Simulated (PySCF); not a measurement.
Species: C4H13GaO.
Structure used (PBE0-D3(BJ)/def2-SVP), in Å, numbered top down from 1:
```xyz
19
C4H13GaO angstrom
C      2.1470    0.1997    0.5623
C      1.5721   -1.1987    0.3600
Ga     0.1912   -1.3111   -1.0705
O     -1.1225    0.2149   -0.2994
C     -1.7606    0.0474    0.9447
C     -1.2998    1.4799   -0.8940
H      2.9306    0.2347    1.3390
H      1.3688    0.9214    0.8649
H      2.5937    0.5928   -0.3658
H      1.1537   -1.5869    1.3056
H      2.3794   -1.9046    0.0931
H      0.4779   -0.5649   -2.4410
H     -0.8458   -2.5085   -1.0474
H     -1.5640   -0.9777    1.2827
H     -1.3623    0.7601    1.6874
H     -2.8497    0.1932    0.8445
H     -2.3701    1.6713   -1.0828
H     -0.7552    1.4710   -1.8458
H     -0.8945    2.2753   -0.2449
```

Level: PBE0/def2-SVPD in PySCF, non-relativistic, on one gas-phase PBE0-D3(BJ)/def2-SVP geometry that isn't relaxed in the solvent. The solvent is an IEF-PCM continuum (van der Waals radii × 1.2), and excitations are vertical TDDFT with non-equilibrium linear response and a frozen core. Specific hydrogen bonds and non-electrostatic terms are outside this model. Spin–orbit coupling is left out although an atom past zinc is present.

```tsv
run	E − E(gas) (kJ/mol)	HOMO (eV)	HOMO–LUMO gap (eV)	dipole (D)	lowest singlet (eV)	static polarisability (au)
gas	0.00	-6.76	6.97	3.96	5.80	89.1
P	-21.27	-6.92	7.21	4.95	5.91	120.3
Q	-19.14	-6.90	7.20	4.84	5.90	116.2
```

Problem. The runs were made in acetone and dichloromethane. Which run belongs to which solvent?

Solution. P = acetone, Q = dichloromethane. The dielectric constants are 8.93 (dichloromethane), 20.49 (acetone), and the energy falls further as ε rises. The optical constants n² used for the excitations are 2.03, 1.85 in the same order. In this model the ground state sees the solvent through ε alone.

Problem. How constant is the ratio of the lowering to (ε − 1)/(2ε + 1)?

Solution. 
```
        solvent  (ε − 1)/(2ε + 1)  E − E(gas) (kJ/mol)  ratio (kJ/mol)  polarisation term (kJ/mol)
dichloromethane             0.420               -19.14           -45.5                      -22.13
        acetone             0.464               -21.27           -45.8                      -25.03
```

The ratio changes by +0.6 % in size from dichloromethane to acetone. The polarisation term is half the interaction of the solute with the induced surface charges.

Time: 31 s of wall time. Hardware: x86-64 server, one thread, no GPU, shared host. This is the whole response run at PBE0/def2-SVPD in acetone, SCF included.
